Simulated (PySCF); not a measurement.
ClFGaH₂N. Atoms are numbered in the order given.

```xyz
6

Ga     0.1197     0.0698    -0.2611
F      1.7941    -0.3367    -0.5332
Cl    -0.7192    -0.4779     1.6154
N     -0.7798     0.9591    -1.5230
H     -1.7743     1.1428    -1.4631
H     -0.3972     1.1348    -2.4450
```

Geometry: r2SCAN-D4/def2-SVP. One conformer was computed; it need not be the lowest.

Computed with r2SCAN-D4/def2-SVP in PySCF.

Frequencies are harmonic and unscaled.

Task: List the normal modes with their intensities. (The exact figures need the calculation; the answer reports its results.)

Result: 
```tsv
mode	ν (cm⁻¹)	IR (km/mol)	Raman (Å⁴/amu)	depolarisation	moving atoms (share of kinetic energy)
1	85	162.4	2.2	0.55	N 37 %, H 35 %, Ga 18 %
2	140	4.0	1.9	0.75	N 33 %, Cl 25 %, Ga 19 %, H 16 %
3	176	18.8	1.5	0.68	F 58 %, Ga 13 %, N 12 %, Cl 10 %
4	206	24.3	0.1	0.28	H 51 %, Ga 28 %, F 14 %
5	372	2.7	0.2	0.70	H 98 %
6	432	35.4	6.7	0.18	Cl 69 %, Ga 24 %
7	703	27.8	8.0	0.10	F 64 %, N 16 %, Ga 12 %
8	737	90.3	1.8	0.28	H 74 %, N 20 %
9	767	68.6	7.1	0.32	N 50 %, Ga 25 %, F 14 %, H 11 %
10	1502	24.7	3.6	0.74	H 90 %, N 10 %
11	3599	49.6	149.4	0.10	H 96 %
12	3717	59.9	82.2	0.74	H 91 %, N 9 %
```
